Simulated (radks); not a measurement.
The numbers below are computed, except where a source is named.
The mean radii <r> (bohr) of the occupied orbitals of an atom or ion are listed with their occupations. Level of theory: non-relativistic Kohn-Sham, PBE, spin-polarised, spherical densities, point nucleus (a radial shooting solver on a logarithmic mesh with Libxc functionals).

| orbital | occ. | <r> |
|---|---|---|
| 1s | 2 | 0.3293 |
| 2s | 2 | 1.780 |

Name the element and its charge. Open shells, if any, are filled with parallel spins first.

Answer. Z = 5, boron, charge +1: B+ in [He] 2s2. The 1s radius gives Z: for a bare nucleus <r> = 1.5/Z, 0.3 bohr for Z = 5, and screening makes it slightly larger (0.3293 here). The occupations add up to 4, and the charge is Z minus that.
